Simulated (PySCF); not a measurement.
HCl3Si, charge -1, doublet, at a GFN2-xTB geometry (a state made from the parent by changing its charge; the spin is typed, not shown lowest) (in this run its highest filled SCF level lies above zero, so its values depend strongly on the basis, on diffuse functions most of all). Base run: PySCF with SVWN5/STO-3G.

The PySCF input:
```python
from pyscf import gto, scf, dft

mol = gto.M(
    atom='''
Si    0.244709    0.271687    0.126767
Cl   -1.093359   -1.236584   -0.348201
Cl   -1.275155    1.967754    0.228182
Cl    2.145296   -0.970500   -0.077334
H     0.368781    0.264988    1.580263
''',
    basis='sto-3g',
    charge=-1,
    spin=1,
    verbose=4,
    symmetry=True,
)

mf = dft.UKS(mol)
mf.xc = 'lda,vwn'
mf.kernel()
mf.analyze()
```

The base run was repeated with changes; each row names its change, and settings that it needs were set with it.

```json
[
 {"change": "base", "ΔE vs base (eV)": "0.00", "point group used": "Cs", "SCF cycles": "9"},
 {"change": "symmetry = off", "ΔE vs base (eV)": "0.00", "point group used": "C1", "SCF cycles": "9"},
 {"change": "irrep_nelec = A':(21, 21) A\":(13, 12)", "ΔE vs base (eV)": "6.72", "point group used": "Cs", "SCF cycles": "9"},
 {"change": "irrep_nelec = A':(23, 21) A\":(11, 12)", "ΔE vs base (eV)": "9.04", "point group used": "Cs", "SCF cycles": "11"}
]
```

Open shells are given as the SCF converged; they aren't shown to be the lowest states, and a large step between rows can be another state.
